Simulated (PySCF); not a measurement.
This PySCF input asks for the NMR shieldings of SMILES F[SiH2][C@@]12CC[C@]1(CCl)C2, C₆H₁₀ClFSi; the geometry comes from GFN2-xTB.

```python
import basis_set_exchange as bse
import numpy as np
from pyscf import gto, dft
from pyscf.prop import nmr

atoms = """
F     2.537943    1.452669   -0.479537
Si    2.164924    0.359649    0.649114
C     0.591411   -0.462065    0.062678
C    -0.227729   -1.495770    0.839338
C    -1.530455   -0.819739    0.370086
C    -0.704281    0.183383   -0.425754
C    -1.034436    1.627815   -0.569398
Cl   -1.130368    2.414134    1.041895
C     0.179122   -0.545327   -1.384680
H     1.986337    1.114346    1.878418
H     3.289487   -0.565558    0.653964
H    -0.087134   -2.526455    0.513554
H    -0.077911   -1.439939    1.914917
H    -2.082710   -0.355740    1.183888
H    -2.209272   -1.436472   -0.220005
H    -0.260004    2.157234   -1.124166
H    -2.007893    1.776892   -1.039825
H    -0.147910   -1.491514   -1.792670
H     0.741075    0.061708   -2.079278
"""
names = dict.fromkeys(["F", "Si", "C", "Cl", "H"], "pcSseg-1")
basis = {el: gto.basis.parse(bse.get_basis(n, elements=[el], fmt="nwchem")) for el, n in names.items()}
mol = gto.M(atom=atoms, basis=basis, charge=0, verbose=0)
mf = dft.RKS(mol, xc="PBE0")
mf.grids.level = 2
mf.grids.alignment = dft.numint.BLKSIZE   # the property module wants whole blocks of grid points
mf.conv_tol = 1e-9
mf.kernel()

calc = nmr.RKS(mf)   # GIAO
C = mf.mo_coeff
Co = C[:, mf.mo_occ > 0]
resp = mf.gen_response(singlet=True, hermi=2)
def vind(x):   # induced exchange potential for any number of trial vectors
    d = np.einsum("pi,xij,qj->xpq", C, 2 * x.reshape(-1, C.shape[1], Co.shape[1]), Co, optimize=True)
    return np.einsum("xpq,pi,qj->xij", resp(d - d.transpose(0, 2, 1)), C, Co, optimize=True).ravel()
mo1, _ = nmr.rhf.solve_mo1(calc, with_cphf=vind)
sigma = calc.kernel(mo1)
for i, s in enumerate(sigma):   # ppm
    print("%2d %-2s %9.2f" % (i, mol.atom_pure_symbol(i), np.trace(s) / 3))
```

**Question.** What does it print?

**Answer.** 
```
 0 F     405.18
 1 Si    351.15
 2 C     167.94
 3 C     165.79
 4 C     163.08
 5 C     151.65
 6 C     131.05
 7 Cl    850.66
 8 C     157.32
 9 H      26.25
10 H      26.46
11 H      30.53
12 H      29.93
13 H      29.08
14 H      30.08
15 H      28.19
16 H      27.54
17 H      30.73
18 H      30.48
```

These numbers come from an equivalent density-fitted implementation of the same equations, which agrees with the script to about 0.01 ppm for H and up to a few tenths of a ppm for heavy atoms, so last digits may differ.

Size and cost of the density-fitted run: 217 basis functions, 80 s wall time on 1 thread of an Arm Neoverse N1, shared host; peak memory 1 GiB.
